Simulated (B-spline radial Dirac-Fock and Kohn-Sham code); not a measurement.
**Kohn-Sham estimates against Dirac-Fock for the levels of Se²⁷⁺**

System: the Se²⁷⁺ ion, configuration [He] 2s2 2p3.

The density-functional columns are spherical, spin-unpolarised Dirac-Kohn-Sham results without Breit or QED terms: −ε is minus the orbital energy of the initial state and ΔSCF the difference of two total energies. The reference in the last column comes from Dirac-Fock ΔSCF + Breit + QED. All numbers are from a radial finite-basis atomic code, in eV; a selection of levels is shown. The Kohn-Sham columns are given as differences from the reference. For the 1s level of heavy atoms much of the gap between ΔSCF and the reference is the Breit and QED part, -26.0 eV here; for other levels the error of the functional can be larger.

```tsv
level	LDA −ε − DF	LDA ΔSCF − DF	Dirac-Fock
1s	-219.2	+31.6	14392.1
2s	-63.4	-2.1	3115.0
2p	-70.4	+1.2	2975.6
```

Values without a named source are computed, but for edge energies of neutral atoms, which are taken from tables.
